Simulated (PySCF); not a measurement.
C₈H₄F₂S₂, SMILES c1(-c2sccc2F)cc(cs1)F. Heavy atoms are numbered as in [F:1][c:2]1[cH:3][s:4][c:5](-[c:6]2[s:7][cH:8][cH:9][c:10]2[F:11])[cH:12]1. Hydrogens are named by the atom that carries them.

Coordinates come from a B3LYP-D3(BJ)/def2-SVP optimisation. The values are those of a single conformer.

Calculation: PBE/def2-SVP (PySCF).

Atomic charges (e), one atom of each kind:

```json
[
 {"atom": "F1", "Löwdin": "-0.03", "Mulliken": "…"},
 {"atom": "C2", "Löwdin": "0.02", "Mulliken": "0.26"},
 {"atom": "C3 (CH)", "Löwdin": "-0.24", "Mulliken": "-0.16"},
 {"atom": "S4", "Löwdin": "0.43", "Mulliken": "…"},
 {"atom": "C5", "Löwdin": "-0.19", "Mulliken": "…"},
 {"atom": "C6", "Löwdin": "-0.23", "Mulliken": "…"},
 {"atom": "S7", "Löwdin": "0.44", "Mulliken": "…"},
 {"atom": "C8 (CH)", "Löwdin": "-0.18", "Mulliken": "…"},
 {"atom": "C9 (CH)", "Löwdin": "-0.09", "Mulliken": "-0.01"},
 {"atom": "C10", "Löwdin": "0.03", "Mulliken": "0.21"},
 {"atom": "F11", "Löwdin": "-0.03", "Mulliken": "-0.15"},
 {"atom": "C12 (CH)", "Löwdin": "-0.09", "Mulliken": "…"},
 {"atom": "H on C3", "Löwdin": "0.04", "Mulliken": "0.04"},
 {"atom": "H on C8", "Löwdin": "0.03", "Mulliken": "0.05"},
 {"atom": "H on C9", "Löwdin": "0.04", "Mulliken": "…"},
 {"atom": "H on C12", "Löwdin": "0.04", "Mulliken": "0.01"}
]
```

What belongs in the gaps? (Estimate from the structure and the level; the computed values follow.)


- F1, Mulliken: -0.15
- S4, Mulliken: 0.12
- C5, Mulliken: -0.10
- C6, Mulliken: -0.14
- S7, Mulliken: 0.13
- C8 (CH), Mulliken: -0.08
- C12 (CH), Mulliken: -0.05
- H on C9, Mulliken: 0.01

Computed Mayer and Wiberg (Löwdin basis) orders of the bonds:
```json
[
 {"bond": "F1–C2", "Mayer": "1.14", "Wiberg": "1.31"},
 {"bond": "C2–C3", "Mayer": "1.50", "Wiberg": "1.58"},
 {"bond": "C3–S4", "Mayer": "1.11", "Wiberg": "1.30"},
 {"bond": "S4–C5", "Mayer": "1.14", "Wiberg": "1.26"},
 {"bond": "C5–C6", "Mayer": "1.16", "Wiberg": "1.19"},
 {"bond": "C6–S7", "Mayer": "1.12", "Wiberg": "1.24"},
 {"bond": "S7–C8", "Mayer": "1.16", "Wiberg": "1.33"},
 {"bond": "C8–C9", "Mayer": "1.50", "Wiberg": "1.62"},
 {"bond": "C6–C10", "Mayer": "1.43", "Wiberg": "1.48"},
 {"bond": "C9–C10", "Mayer": "1.26", "Wiberg": "1.31"},
 {"bond": "C10–F11", "Mayer": "1.14", "Wiberg": "1.30"},
 {"bond": "C2–C12", "Mayer": "1.22", "Wiberg": "1.30"},
 {"bond": "C5–C12", "Mayer": "1.46", "Wiberg": "1.52"}
]
```
